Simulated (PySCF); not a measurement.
**`CC#Cc1nsc[n+]1C`, [C$_{6}$H$_{7}$N$_{2}$S]+, charge +1**

Geometry:
| atom | x (Å) | y (Å) | z (Å) |
| --- | --- | --- | --- |
| C1 | -3.348 | 0.150 | -0.122 |
| C2 | -1.977 | -0.235 | -0.053 |
| C3 | -0.812 | -0.552 | 0.006 |
| C4 | 0.516 | -0.974 | 0.074 |
| N5 | 0.885 | -2.222 | 0.153 |
| S6 | 2.490 | -2.382 | 0.214 |
| C7 | 2.731 | -0.712 | 0.131 |
| N8 | 1.569 | -0.075 | 0.059 |
| C9 | 1.386 | 1.349 | -0.027 |
| H10 | -3.729 | -0.036 | -1.127 |
| H11 | -3.463 | 1.208 | 0.111 |
| H12 | -3.929 | -0.443 | 0.584 |
| H13 | 3.680 | -0.211 | 0.134 |
| H14 | 0.850 | 1.597 | -0.944 |
| H15 | 2.351 | 1.851 | -0.024 |
| H16 | 0.792 | 1.697 | 0.819 |

Total charge +1.

Level of theory: PySCF, GIAO CAM-B3LYP/pcSseg-1 magnetisability, rotational g tensor and spin-rotation constants, non-relativistic, gas phase. Geometry: GFN2-xTB.

For an ion the centre-of-mass motion in the field is neglected.

Task: Give the nuclear spin-rotation constants along the inertial axes (H = +C I·J) beside the isotropic shieldings.

Result: Rotational constants 3.0885, 0.8354, 0.6630 GHz. A star marks the isotopologue with that one atom substituted, in its own axes.
| atom | isotope | Caa (kHz) | Cbb (kHz) | Ccc (kHz) | mean (kHz) | σ (ppm) |
| --- | --- | --- | --- | --- | --- | --- |
| N5 | 14N | 0.904 | 0.159 | 0.020 | 0.361 | -66.2 |
| N8 | 14N | 0.462 | 0.151 | 0.039 | 0.217 | 25.8 |
| H10 | 1H | -0.300 | -0.095 | -0.008 | -0.134 | 28.9 |
| H11 | 1H | -0.268 | -0.022 | -0.074 | -0.122 | 29.1 |
| H12 | 1H | -0.309 | -0.045 | -0.045 | -0.133 | 28.8 |
| H13 | 1H | 0.011 | 0.000 | -0.089 | -0.026 | 21.9 |
| H14 | 1H | -0.205 | -0.093 | -0.020 | -0.106 | 27.4 |
| H15 | 1H | -0.181 | -0.020 | -0.084 | -0.095 | 27.4 |
| H16 | 1H | -0.205 | -0.093 | -0.020 | -0.106 | 27.4 |
| C1 | 13C* | 0.345 | 0.102 | 0.080 | 0.176 | 180.6 |
| C2 | 13C* | 0.335 | 0.337 | 0.272 | 0.315 | 56.2 |
| C3 | 13C* | 0.075 | 0.270 | 0.202 | 0.182 | 117.0 |
| C4 | 13C* | 1.343 | 0.327 | 0.150 | 0.607 | 27.5 |
| S6 | 33S* | 1.685 | 0.395 | 0.234 | 0.771 | 62.5 |
| C7 | 13C* | 1.858 | 0.359 | 0.123 | 0.780 | -9.6 |
| C9 | 13C* | 0.561 | 0.122 | 0.118 | 0.267 | 146.2 |

For the geometry as given, no vibrational averaging.
